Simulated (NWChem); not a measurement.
Molecule: CH$_{4}$AlFO; SMILES C[O][AlH][F]

```xyz
8

Al    -0.5696     0.7297     0.0000
H     -1.9969     1.3701     0.0000
F      0.7792     1.7044     0.0000
O     -0.3981    -0.9414     0.0000
C      0.5327    -1.9719     0.0000
H      0.4007    -2.6130    -0.8892
H      1.5759    -1.6072     0.0000
H      0.4007    -2.6130     0.8892
```
Atoms are numbered in this order, from 1.

All runs: NWChem. Coordinates come from a PBE0/def2-SVP optimisation. Ions are spin-unrestricted doublets at the neutral geometry; other ion states weren't tried.

**Question.** Order these by “−ε(HOMO) (eV)”, lowest first: PBE/def2-SVP; CAM-B3LYP/def2-SVP; Hartree-Fock/def2-SVP.

**Answer.** PBE/def2-SVP (6.74), CAM-B3LYP/def2-SVP (9.73), Hartree-Fock/def2-SVP (12.27)
